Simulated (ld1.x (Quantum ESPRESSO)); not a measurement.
**hafnium (Hf), TM: configuration errors across variants**

- Element: Hf (Z = 72)
- Generator: ld1.x (Quantum ESPRESSO) 7.5
- Type: norm-conserving Troullier–Martins (Kleinman–Bylander form)
- Functional: LDA (PZ)
- Relativity: scalar-relativistic
- Frozen core: [Xe] 4f14
- Valence charge: 4
- Reference configuration: 5d3 6s1 6p0
- Partial waves: 6s (bound): rc 2.25 bohr; 5d (bound): rc 2.80 bohr; 6p (bound, empty): rc 2.85 bohr
- Local potential: the p channel
- Core correction: a·sin(br)/r model core inside 1.10 bohr

All-electron excitation energies from the reference (eV): (1) 5d2 6s2 6p0 -2.586; (2) 5d2 6s1 6p0 5.612; (3) 5d2 6s0 6p0 20.115; (4) 5d2.5 6s1.5 6p0 -1.338; (5) 5d1 6s0 6p0 42.216; (6) 5d2 6s0 6p1 10.407; (7) 5d1 6s2 6p0 4.144; (8) 5d3 6s1 6p0 spin -1.657; (9) 5d2 6s2 6p0 spin -3.027.

Spin tests fill each open shell by Hund’s rule, majority spin first.

1 further variants failed, have other tests or too few solved ones, and are left out.

A true bound ghost makes a file unfit for plane-wave use even where its test errors are small: the radial tests pick states by their node count and pass the ghost by.

Errors AE − PS in meV (a dash: test not solved or not reliable):

| change | (1) | (2) | (3) | (4) | (5) | (6) | (7) | (8) | (9) | bound ghosts |
| --- | --- | --- | --- | --- | --- | --- | --- | --- | --- | --- |
| base | -38 | -68 | -134 | -7.0 | -590 | -63 | -314 | +4.9 | -33 | s |
| wave 6p (bound): rc 2.85 bohr becomes 6p (bound): rc 2.32 bohr | -26 | -39 | -108 | -4.9 | -540 | +160 | -171 | +5.4 | -22 | s |
| wave 6p (bound): rc 2.85 bohr becomes 6p (bound): rc 2.92 bohr | -48 | -87 | -138 | -8.7 | -597 | -74 | -421 | +4.5 | -42 | s |
| wave 6p (bound): rc 2.85 bohr becomes 6p (bound): rc 3.72 bohr | -26 | -45 | -149 | -5.3 | -614 | -112 | -136 | +5.3 | -23 | none |
| wave 6p (bound): rc 2.85 bohr becomes 6p (bound): rc 4.14 bohr | -25 | -42 | -150 | -5.2 | -616 | -104 | -119 | +5.4 | -22 | none |

Q: Give the same row for: wave 6p (bound): rc 2.85 bohr becomes 6p (bound): rc 3.40 bohr.

A: -25, -43, -149, -5.2, -614, -109, -125, +5.3, -22; bound ghosts: none.
